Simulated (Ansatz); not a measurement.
Cost and result up the ladder for cyclo-(Cl2SnO)3 (Sn3Cl6O3) (12 atoms). Total charge 0; singlet. Geometry: PBE-D4/def2-SVP.

```xyz
12

Sn   -0.704   -0.900   -1.722
Cl   -0.766   -3.213   -2.053
Cl   -1.542    0.225   -3.592
O    -1.841   -0.452   -0.152
Sn   -1.295    0.401    1.560
Cl   -2.512    2.378    1.827
Cl   -1.739   -1.085    3.310
O     0.645    0.844    1.579
Sn    1.997    0.508    0.158
Cl    3.642   -0.915    1.013
Cl    2.927    2.555   -0.482
O     1.187   -0.346   -1.446
```

Ansatz on 4 threads of Arm Neoverse V2 on a shared host. Times are rough, and most runs start from the orbitals of an earlier one. PBE0-D4/def2-TZVP serves as the yardstick here, not as an exact answer. Differences are given only for rows in sets of like size (and for xTB, whose basis is part of the method), since another set adds its own error. Binding counts from free atoms at the same level (Sn triplet, Cl doublet, O triplet; other spins of the atoms weren't run), without zero-point energy or a counterpoise term.

In the def2 sets Sn takes a core potential; there is no spin–orbit coupling. Correlated methods freeze 45 core orbitals; core or outer-core shells of Sn are correlated, in sets that lack core-valence functions. The rows differ in basis, and correlated rows in double-zeta sets carry the largest basis error.

Correlated methods converge slowly with the basis, most of all in double-zeta sets.

| level | functions | wall time | binding energy per atom (eV) | difference from PBE0-D4/def2-TZVP (eV) |
| --- | --- | --- | --- | --- |
| PBE-D4/def2-SVP | 228 | 5.5 s | 3.37 | – |
| PBE0-D4/def2-SVP | 228 | 11 s | 3.19 | – |
| MP2/def2-SVP | 228 | 13 s | 3.14 | – |
| PBE-D4/def2-TZVP (with forces) | 465 | 16 s | 3.42 | 0.16 |
| RPA@PBE/def2-SVP | 228 | 16 s | 2.62 | – |
| r2SCAN-D4/def2-TZVP | 465 | 30 s | 3.33 | 0.07 |
| PBE0-D4/def2-TZVP | 465 | 43 s | 3.26 | 0.00 |
